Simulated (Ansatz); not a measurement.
The pair A = SiH4 (SMILES [SiH4]) (first 5 atoms), B = PH3 (SMILES P); geometry from B3LYP-D3(BJ)/def2-TZVP.
(charge 0, multiplicity 1):
```xyz
9

Si    -0.133     0.052     0.165
H     -1.495    -0.354     0.580
H     -0.065     0.103    -1.313
H      0.852    -0.930     0.669
H      0.174     1.390     0.718
P     -0.325    -0.090     4.274
H      0.847     0.279     3.566
H     -0.563    -1.224     3.455
H     -1.160     0.751     3.495
```

Cores are frozen in the correlated methods. MP2 and its Hartree–Fock in aug-cc-pV(Q+d)Z, aug-cc-pV(T+d)Z are density fitted.

Codes used: Ansatz (Gaussian basis) for Hartree–Fock, density functionals and correlated methods. Values without a source in brackets are computed.

The counterpoise-corrected interaction energy is E(AB) − E(A in the pair's basis) − E(B in the pair's basis). Total energies (hartree):

```tsv
level	AB	A in the pair's basis	B in the pair's basis
HF/aug-cc-pV(T+d)Z	-633.7528325	-291.2638945	-342.4903875
MP2/aug-cc-pV(T+d)Z	-634.0749999	-291.4096301	-342.6639819
HF/aug-cc-pV(Q+d)Z	-633.7599217	-291.2676302	-342.4937488
MP2/aug-cc-pV(Q+d)Z	-634.1006290	-291.4216003	-342.6775455
CCSD(T)/aug-cc-pV(T+d)Z	-634.1437159	-291.4430209	-342.6992643
```

Problem. Work out the counterpoise-corrected interaction energy at the basis-set limit: extrapolate the MP2 correlation part as X⁻³, take Hartree–Fock from the larger set, and add the CCSD(T) − MP2 difference of aug-cc-pV(T+d)Z.

Solution. 
1. Differences (1 hartree = 627.509 kcal/mol): HF/aug-cc-pV(T+d)Z 0.910; MP2/aug-cc-pV(T+d)Z -0.871; HF/aug-cc-pV(Q+d)Z 0.914; MP2/aug-cc-pV(Q+d)Z -0.931; CCSD(T)/aug-cc-pV(T+d)Z -0.898.
2. Correlation parts, MP2 less HF: -1.780 in aug-cc-pV(T+d)Z (X = 3), -1.845 in aug-cc-pV(Q+d)Z (X = 4).
3. Limit (4³·(-1.845) − 3³·(-1.780))/(4³ − 3³) = -1.892; with HF/aug-cc-pV(Q+d)Z it gives -0.978.
4. CCSD(T) less MP2 in aug-cc-pV(T+d)Z: -0.027.
Result: -1.00 kcal/mol, against -0.87 at MP2/aug-cc-pV(T+d)Z. It is an estimate of this method's limit, not of the exact value.

Ansatz is a quantum-chemistry and plane-wave program.
